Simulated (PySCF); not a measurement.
## Electronic structure of Ge (germanium, neutral) at the M06-2X level

Configuration: [Ar] 3d10 4s2 4p2, high-spin 3P determinant. Calculation: PySCF 2.14, in aug-cc-pVDZ-DK (6s5p3d, 36 functions); the spin-free X2C one-electron Hamiltonian (Gaussian nucleus).

| Item | Value |
| --- | --- |
| Total energy | -2098.707 hartree |
| One-electron energy | -2921.986 hartree |
| Hartree (Coulomb) energy | 903.584 hartree |
| Exchange-correlation energy | -80.306 hartree |
| ⟨S²⟩ | 2.0047 |
| ⟨L²⟩ | 2.010 |
| Sum of ⟨r⟩ | 24.09 bohr |
| Sum of ⟨r²⟩ | 41.15 bohr² |
| Traceless quadrupole moment −½Σ⟨3z² − r²⟩ along its main axis | 3.71 e·bohr² |
| Langevin diamagnetic susceptibility | -32.6 ×10⁻⁶ cm³/mol |
| Time after the integrals | 0.7 s of wall time on 1 thread of Neoverse-V2 (shared host) |

| shell | electrons | mean orbital energy (eV) | spread (eV) | rms radius, mean of both spins (bohr) |
| --- | --- | --- | --- | --- |
| 1s α | 1 | -11062.4 | 0 | 0.0542 |
| 1s β | 1 | -11062.3 | 0 | 0.0542 |
| 2s α | 1 | -1409.4 | 0 | 0.228 |
| 2s β | 1 | -1409.4 | 0 | 0.228 |
| 2p α | 3 | -1233.9 | 0.008 | 0.203 |
| 2p β | 3 | -1233.8 | 0.104 | 0.203 |
| 3s α | 1 | -182.90 | 0 | 0.669 |
| 3s β | 1 | -182.78 | 0 | 0.669 |
| 3p α | 3 | -128.42 | 0.161 | 0.701 |
| 3p β | 3 | -128.28 | 0.362 | 0.701 |
| 3d α | 5 | -37.325 | 0.282 | 0.820 |
| 3d β | 5 | -37.233 | 0.397 | 0.820 |
| 4s α | 1 | -14.706 | 0 | 2.37 |
| 4s β | 1 | -11.814 | 0 | 2.37 |
| 4p α | 2 | -6.141 | 0 | 3.08 |

Densities and radii are taken from the X2C orbitals without a picture-change correction, which distorts them close to the nucleus.
